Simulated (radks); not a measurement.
Task: Ne X, configuration 1s1. All-electron calculation, non-relativistic Kohn-Sham, LDA (Slater exchange, Perdew-Wang correlation), spin-polarised, spherical densities, point nucleus; open shells are filled with parallel spins first. Program: a radial shooting solver on a logarithmic mesh with Libxc functionals. Some entries of the table are withheld. Estimate them.

| orbital | occ. | eigenvalue (eV) | <1/r> (bohr^-1) |
|---|---|---|---|
| 1s up | 1 | -1289.602 | 9.957 |
| 2s up | 0 | -298.1127 | (1) |
| 2p up | 0 | (2) | (3) |

Result: 
(1) 2s up <1/r> (bohr^-1): 2.407
(2) 2p up eigenvalue (eV): -293.4068
(3) 2p up <1/r> (bohr^-1): 2.406
